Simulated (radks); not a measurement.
The numbers below are computed, except where a source is named.
Species: Mn2+. Configuration: [Ne] 3s2 3p5.75 3d5 4p0.25 (fractional occupations, a model configuration). Code: a radial shooting solver on a logarithmic mesh with Libxc functionals. Model: Dirac Kohn-Sham, PBE, spin-unpolarised, spherical densities, finite nucleus; open shells fill j = l - 1/2 first; Fermi nuclear charge, rms radius 3.7057 fm.

Normalised radial functions P(r) = r R(r) (large component), r in bohr:

| r | 3s1/2 | 4p1/2 |
|---|---|---|
| 0.008927 | 0.2049 | 0.0043 |
| 0.01023 | 0.2262 | 0.0054 |
| 0.01172 | 0.2483 | 0.0069 |
| 0.01332 | 0.2694 | 0.0086 |
| 0.01526 | 0.2917 | 0.0109 |
| 0.01748 | 0.3130 | 0.0138 |
| 0.02003 | 0.3323 | 0.0174 |
| 0.02294 | 0.3482 | 0.0218 |
| 0.02629 | 0.3591 | 0.0273 |
| 0.03012 | 0.3631 | 0.0339 |
| 0.0345 | 0.3580 | 0.0419 |
| 0.03953 | 0.3414 | 0.0514 |
| 0.04493 | 0.3132 | 0.0617 |
| 0.05147 | 0.2675 | 0.0743 |
| 0.05897 | 0.2041 | 0.0884 |
| 0.06756 | 0.1220 | 0.1038 |
| 0.0774 | 0.0217 | 0.1199 |
| 0.08868 | -0.0942 | 0.1360 |
| 0.1016 | -0.2207 | 0.1508 |
| 0.1164 | -0.3498 | 0.1628 |
| 0.1334 | -0.4706 | 0.1701 |
| 0.1516 | -0.5642 | 0.1706 |
| 0.1736 | -0.6278 | 0.1621 |
| 0.1989 | -0.6391 | 0.1422 |
| 0.2279 | -0.5853 | 0.1094 |
| 0.2611 | -0.4587 | 0.0633 |
| 0.2992 | -0.2604 | 0.0050 |
| 0.3428 | -0.0017 | -0.0622 |
| 0.3927 | 0.2946 | -0.1327 |
| 0.4499 | 0.5971 | -0.1993 |
| 0.5113 | 0.8550 | -0.2505 |
| 0.5858 | 1.0670 | -0.2842 |
| 0.6712 | 1.1883 | -0.2886 |
| 0.769 | 1.2068 | -0.2585 |
| 0.881 | 1.1287 | -0.1928 |
| 1.009 | 0.9763 | -0.0948 |
| 1.156 | 0.7816 | 0.0285 |
| 1.325 | 0.5782 | 0.1667 |
| 1.518 | 0.3935 | 0.3074 |
| 1.725 | 0.2525 | 0.4301 |
| 1.976 | 0.1433 | 0.5374 |
| 2.264 | 0.0730 | 0.6095 |
| 2.594 | 0.0329 | 0.6379 |
| 2.972 | 0.0130 | 0.6195 |
| 3.405 | 0.0044 | 0.5581 |
| 3.901 | 0.0012 | 0.4645 |
| 4.469 | 0.0003 | 0.3547 |
| 5.121 | 0.0001 | 0.2459 |
| 5.82 | 0.0000 | 0.1576 |
| 6.668 | 0.0000 | 0.0872 |
| 7.639 | 0.0000 | 0.0421 |
| 8.752 | 0.0000 | 0.0174 |
| 10.03 | 0.0000 | 0.0061 |

3s1/2: eigenvalue -105.90 eV, 2 radial nodes at r = 0.0795, 0.343 bohr, <r> = 0.850 bohr, 90 % of the charge inside 1.27 bohr. 4p1/2: eigenvalue -14.636 eV, 2 radial nodes at r = 0.302, 1.12 bohr, <r> = 3.04 bohr, 90 % of the charge inside 4.50 bohr.
